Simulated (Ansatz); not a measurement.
Cl2S2W (`[S]=[W](=[S])([Cl])[Cl]`), relaxed with RKS PBE-D4/def2-SVP in Ansatz from a rough embedded geometry. The force threshold is 0.03 eV/Å; the program also tests the step.

Charge 0, multiplicity 1. W takes the def2 core potential.

Start:

```xyz
5

S    -0.612    2.009    0.871
W     0.166    0.067   -0.104
S    -1.908   -1.193    0.755
Cl    0.430    0.448   -2.525
Cl    1.924   -1.330    1.003
```

Problem. How much energy does the relaxation release, and in how many steps? (Estimate.)

Solution. The calculation gave: 293.84 kJ/mol, in 4 steps.

Problem. Which bonds change most? (Best estimate.)

Solution. The calculation gave: W2–S3 from 2.574 to 2.139 Å; W2–Cl5 from 2.504 to 2.270 Å; W2–Cl4 from 2.464 to 2.270 Å; S1–W2 from 2.308 to 2.139 Å.

Problem. Give the relaxed structure. (Estimate.)

Solution. Computed: 
```xyz
5

S    -0.287    1.906    0.897
W     0.018   -0.006   -0.011
S    -1.734   -1.173    0.369
Cl    0.216    0.282   -2.254
Cl    1.787   -1.009    0.999
```
